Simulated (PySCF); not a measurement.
Compound: 4-ethynylpyridine, C7H5N.
SMILES with atom numbers: `[CH:1]#[C:2][c:3]1[cH:4][cH:5][n:6][cH:7][cH:8]1` (hydrogens: H9 on C1; H10 on C4; H11 on C5; H12 on C7; H13 on C8)

The closed-shell ground state was solved at several levels (PySCF, density fitting, gas phase, non-relativistic). Geometry: GFN2-xTB; no solvent, vibrations or thermal averaging.

```
          level  basis functions  total energy (Eh)  HOMO (eV)  LUMO (eV)  gap (eV)  dipole (D)
    B3LYP/pcJ-1              266          -324.4426      -7.30      -1.73      5.57        1.94
B3LYP/def2-SVPD              200          -324.2094      -7.32      -1.80      5.52        1.96
```

What might PBE0/pcSseg-1 (161 basis functions) give for the same quantities?

Total energy -324.0006 Eh, HOMO -7.59 eV, LUMO -1.59 eV, gap 6.00 eV, dipole 1.97 D.

Over all these levels, which gives the widest orbital gap and which the narrowest?

PBE0/pcSseg-1 (global hybrid, 25 % exact exchange) has the widest, 6.00 eV, and B3LYP/def2-SVPD (global hybrid, 20 % exact exchange) the narrowest, 5.52 eV. Functional and basis both differ between the two, so the spread mixes both effects.

How far do the dipole and the HOMO energy spread over the levels?

The dipole runs from 1.94 to 1.97 D (mean 1.96 D) and the HOMO from -7.59 to -7.30 eV.
